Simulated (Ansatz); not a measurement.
C₄H₉, doublet, geometry from GFN2-xTB; Ansatz (a quantum-chemistry and plane-wave program) with R2SCAN/STO-3G.

Ansatz was given this input:
Ansatz 0.2 input:
```yaml
crystal:
  periodic: [false, false, false]
  atoms:
    - {symbol: C, position_ang: [0.80227852, 1.76477179, -0.15694418]}
    - {symbol: C, position_ang: [0.52141927, 0.40038107, 0.33521225]}
    - {symbol: C, position_ang: [-0.74490807, -0.31053583, 0.05376212]}
    - {symbol: C, position_ang: [-0.53438974, -1.81153526, -0.16655504]}
    - {symbol: H, position_ang: [1.85278878, 1.87333439, -0.43366452]}
    - {symbol: H, position_ang: [-1.48498727, -2.30741758, -0.34953270]}
    - {symbol: H, position_ang: [0.60506598, 2.52119607, 0.61469385]}
    - {symbol: H, position_ang: [0.18232470, 2.00638185, -1.01869520]}
    - {symbol: H, position_ang: [-0.07242301, -2.26159652, 0.70904246]}
    - {symbol: H, position_ang: [0.11552400, -1.97990561, -1.02198077]}
    - {symbol: H, position_ang: [1.21029694, -0.04478302, 1.03354459]}
    - {symbol: H, position_ang: [-1.22945641, 0.12710158, -0.82320378]}
    - {symbol: H, position_ang: [-1.44553349, -0.19280169, 0.89694506]}
basis:
  gaussian:
    orbitals: STO-3G
    point_charges:
      - {charge: -1.0, position_ang: [-0.8143, -4.0420, 3.9884]}
hamiltonian:
  xc: r2scan
magnetization: {spin_polarized: true, initial_magnetization: 1}
```

Output, abridged:

```
Functional definition: r2SCAN
402 factors; integrals over basis functions are off by at most 4.3e-5 eV
mean field evaluation 1: about -4239.7735 eV, gradient 4.0e0 eV
mean field evaluation 2: about -4239.8965 eV, gradient 2.4e0 eV
mean field evaluation 4: about -4239.9338 eV, gradient 1.7e-1 eV
mean field evaluation 8: about -4239.8149 eV, gradient 4.2e-3 eV
mean field -4239.81487310 eV, -155.8103227365 hartree, gradient 7.2e-5 eV, S^2 0.756287; 0 other end points of the search recorded, 0 dependent functions left out
reference -4239.81488022 eV, -155.8103229984 hartree; 17, 16 occupied and 12, 13 virtual orbitals, 402 factors
Total energy: -4239.81488022 eV, -155.8103229984 hartree
```
